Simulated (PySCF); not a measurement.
Compound: C₇H₆N₂Se.
Cartesian coordinates in Å at the PBE0-D3(BJ)/def2-SVP level; atoms count from 1:
```xyz
16
C7H6N2Se angstrom
C      0.6618    2.8045    1.7169
C      1.0607    1.7169    1.3584
C      1.4966    0.4307    0.9190
N      2.6869   -0.0218    1.2351
Se     2.8567   -1.6424    0.5033
N      1.2129   -1.5923   -0.2161
C      0.6629   -0.4514    0.0998
C     -0.6969   -0.0938   -0.3479
C     -1.1583   -0.5334   -1.7168
C     -1.7291   -1.1828   -0.5064
H      0.3228    3.7720    2.0392
H     -1.0389    0.8802    0.0092
H     -0.4347   -1.1048   -2.3039
H     -1.7769    0.1658   -2.2849
H     -2.7552   -0.9480   -0.2131
H     -1.3928   -2.1958   -0.2708
```

All values: wB97X-D/def2-SVPD (PySCF, non-relativistic), on one gas-phase PBE0-D3(BJ)/def2-SVP geometry that isn't relaxed in the solvent. The solvent is an IEF-PCM continuum (cavity from Bondi-type radii × 1.2), and excitations are vertical TDDFT with non-equilibrium linear response and a frozen core. Only the electrostatic response of the medium enters. Spin–orbit coupling is left out although an atom past zinc is present.

```csv
run,E − E(gas) (kcal/mol),HOMO (eV),HOMO–LUMO gap (eV),dipole (D),lowest singlet (eV),static polarisability (au)
gas,0.00,-8.63,8.26,1.86,4.39,120.5
P,-5.53,-8.67,8.18,2.53,4.25,170.7
Q,-2.12,-8.63,8.23,2.10,4.27,137.9
```

Question: The runs were made in acetonitrile and cyclohexane. Which run belongs to which solvent?

Answer: P = acetonitrile, Q = cyclohexane. The dielectric constants are 2.017 (cyclohexane), 35.69 (acetonitrile), and the energy falls further as ε rises. The optical constants n² used for the excitations are 2.04, 1.81 in the same order. In this model the ground state sees the solvent through ε alone.

Question: How constant is the ratio of the lowering to (ε − 1)/(2ε + 1)?

Answer: 
```
     solvent  (ε − 1)/(2ε + 1)  E − E(gas) (kcal/mol)  ratio (kcal/mol)  polarisation term (kcal/mol)
 cyclohexane             0.202                  -2.12             -10.5                         -2.24
acetonitrile             0.479                  -5.53             -11.5                         -6.43
```

The ratio changes by +10.0 % in size from cyclohexane to acetonitrile. The polarisation term is half the interaction of the solute with the induced surface charges.

The run took 96 s of wall time on one thread, Arm Neoverse V1 (aarch64), shared host with 32 logical CPUs at a one-minute load of 25, and the process peaked at 1.4 GiB of memory. This is the whole response run at wB97X-D/def2-SVPD in acetonitrile, SCF included.

wB97X-D is run here without its empirical dispersion term; that term would change no orbital, density or response property at a fixed geometry.
